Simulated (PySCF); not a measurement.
SMILES C#C/C([O-])=C/C=O, [C5H3O2]-, charge -1

Molfile (atoms numbered from 1):
```
C5H3O2
     RDKit          3D

 10  9  0  0  0  0  0  0  0  0999 V2000
    2.8216    0.5371   -0.0252 C   0  0  0  0  0  0  0  0  0  0  0  0
    1.6866    0.1027   -0.0882 C   0  0  0  0  0  0  0  0  0  0  0  0
    0.3236   -0.4849   -0.1753 C   0  0  0  0  0  0  0  0  0  0  0  0
    0.2531   -1.7086   -0.3772 O   0  0  0  0  0  0  0  0  0  0  0  0
   -0.7221    0.4540   -0.0126 C   0  0  0  0  0  0  0  0  0  0  0  0
   -2.0902    0.0802   -0.0642 C   0  0  0  0  0  0  0  0  0  0  0  0
   -3.0775    0.8100    0.0632 O   0  0  0  0  0  0  0  0  0  0  0  0
    3.8246    0.9144    0.0297 H   0  0  0  0  0  0  0  0  0  0  0  0
   -0.4729    1.5054    0.1593 H   0  0  0  0  0  0  0  0  0  0  0  0
   -2.2317   -1.0203   -0.2446 H   0  0  0  0  0  0  0  0  0  0  0  0
  1  2  3  0
  2  3  1  0
  3  4  1  0
  3  5  2  0
  5  6  1  0
  6  7  2  0
  1  8  1  0
  5  9  1  0
  6 10  1  0
M  CHG  1   4  -1
M  END
```

Method: TDDFT CAM-B3LYP/def2-TZVPD excited states, vertical, gas phase (PySCF 2.14.0). Geometry: PBE0-D3(BJ)/def2-SVP.

For a gas-phase anion, states above the detachment energy (about 2.7 eV, taken as minus the energy of the highest occupied orbital) lie in the continuum and depend on the basis.

(1) Give the one- and two-photon strengths of the lowest singlets.

Answers

(1) δ for parallel linear polarisation; σ at the peak of a Lorentzian of half width 0.1 eV, single beam; Ω is circular over linear.
```
state  E (eV)      f  photon λ (nm)  δ (au)  σ (GM)     Ω                                main
   S1    3.90  0.000            636    0.41    0.00  1.50                  HOMO−1→LUMO+1 0.83
   S2    4.20  0.364            590     285    1.84  0.70                    HOMO→LUMO+1 0.96
   S3    4.55  0.001            545    59.3    0.45  1.50    HOMO→LUMO 0.56, HOMO→LUMO+2 0.32
   S4    4.59  0.000            540       1    0.01  1.50                  HOMO−2→LUMO+1 0.83
   S5    4.97  0.000            499    24.6    0.22  1.50    HOMO→LUMO+2 0.59, HOMO→LUMO 0.27
   S6    5.26  0.006            472    75.5    0.77  1.50  HOMO→LUMO+3 0.62, HOMO→LUMO+4 0.23
```

Among these, the strongest one-photon state is S2, the strongest two-photon state S2.
